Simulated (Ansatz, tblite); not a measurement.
Removing and adding an electron: AsH2(SMe) (CH5AsS). Charge 0, multiplicity 1. Geometry: PBE0-D4/def2-TZVP. Ansatz, gas phase; energy differences of separate SCF runs; the oxidised species was run as a doublet alone; the reduced species was run as a doublet alone.

```tsv
atom	x (Å)	y (Å)	z (Å)
As1	-0.356	-1.012	1.334
H2	-0.036	-2.474	1.043
H3	0.647	-0.969	2.479
S4	1.013	-0.134	-0.196
C5	-0.156	0.972	-1.025
H6	-0.960	0.417	-1.507
H7	0.418	1.495	-1.792
H8	-0.570	1.706	-0.335
```

The xTB rows come from tblite.

```
               level  −HOMO (eV)  vertical IE (eV)  −LUMO (eV)  vertical EA (eV)  HOMO–LUMO gap (eV)  IE − EA (eV)                       remarks
 r2SCAN-D4/def2-TZVP        5.76              8.78        1.14                 –                4.61             –                             –
r2SCAN-D4/def2-TZVPD        5.79                 –        1.24             -0.71                4.55             –  HOMO above zero (-1 doublet)
   PBE0-D4/def2-TZVP        6.72              8.85        0.48                 –                6.24             –                             –
  PBE0-D4/def2-TZVPD        6.76                 –        0.68             -0.75                6.09             –  HOMO above zero (-1 doublet)
```

Problem. Estimate the rows for GFN1-xTB, GFN2-xTB, PBE-D4/def2-TZVP, PBE-D4/def2-TZVPD.

Solution. 
| level | −HOMO (eV) | vertical IE (eV) | −LUMO (eV) | vertical EA (eV) | HOMO–LUMO gap (eV) | IE − EA (eV) | remarks |
| --- | --- | --- | --- | --- | --- | --- | --- |
| GFN1-xTB | 10.98 | 14.72 | 5.91 | 2.39 | 5.06 | 12.33 | – |
| GFN2-xTB | 9.90 | 13.24 | 5.73 | 2.84 | 4.18 | 10.39 | – |
| PBE-D4/def2-TZVP | 5.50 | 8.74 | 1.34 | – | 4.16 | – | – |
| PBE-D4/def2-TZVPD | 5.56 | – | 1.50 | -0.61 | 4.06 | – | HOMO above zero (-1 doublet) |

   A HOMO above zero means that the electron is unbound at that level or that self-interaction error raises the level; the energy of removing that electron tells which. Raw xTB energy differences between charge states are shifted by several eV; the methods need an empirical correction for them. A negative affinity means that the extra electron isn't bound; its size then hangs on the basis.
